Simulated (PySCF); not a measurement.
B(OH)(OMe)(OiPr), SMILES CC(C)OB(OC)O (C4H11BO3), GFN2-xTB optimised geometry.

```
19

B     -0.67     1.24     0.00
O     -1.44     2.36     0.00
H     -0.95     3.19     0.00
O      0.71     1.24     0.00
C      1.47     2.42     0.03
H      1.26     3.01     0.93
H      2.52     2.12     0.04
H      1.29     3.03    -0.86
O     -1.33     0.06     0.01
C     -0.67    -1.20     0.00
C     -0.34    -1.60    -1.43
C     -1.59    -2.21     0.67
H      0.27    -1.11     0.57
H     -1.25    -1.65    -2.02
H      0.15    -2.57    -1.45
H      0.32    -0.86    -1.88
H     -1.83    -1.89     1.68
H     -2.52    -2.29     0.11
H     -1.11    -3.19     0.70
```

Density from PySCF 2.14.0 with CAM-B3LYP/def2-SVP at that geometry.

Minimum of the electron density along straight lines between bonded atoms, close to the bond critical point (lines longer than 1.1 times the sum of covalent radii, or with two minima, are not listed):

```
bond     length / Å  ρ at the minimum / e bohr⁻³  ∇²ρ there / e bohr⁻⁵  position (fraction from the first atom)
-------  ----------  ---------------------------  --------------------  ---------------------------------------
B1–O2         1.362                        0.204                  1.09                                     0.33
O2–H3         0.957                        0.358                 -2.39                                     0.81
B1–O4         1.380                        0.193                  0.99                                     0.33
O4–C5         1.406                        0.258                 -0.42                                     0.66
C5–H6         1.096                        0.280                 -1.06                                     0.64
C5–H7         1.090                        0.284                 -1.12                                     0.64
C5–H8         1.096                        0.279                 -1.06                                     0.63
B1–O9         1.347                        0.212                  1.13                                     0.33
O9–C10        1.422                        0.246                 -0.36                                     0.66
C10–C11       1.528                        0.251                 -0.60                                     0.51
C10–C12       1.526                        0.252                 -0.61                                     0.51
C10–H13       1.098                        0.283                 -1.08                                     0.64
C11–H14       1.087                        0.277                 -1.03                                     0.63
C11–H15       1.087                        0.276                 -1.02                                     0.63
C11–H16       1.087                        0.278                 -1.03                                     0.63
C12–H17       1.086                        0.278                 -1.04                                     0.63
C12–H18       1.086                        0.278                 -1.03                                     0.63
C12–H19       1.087                        0.277                 -1.02                                     0.63
```
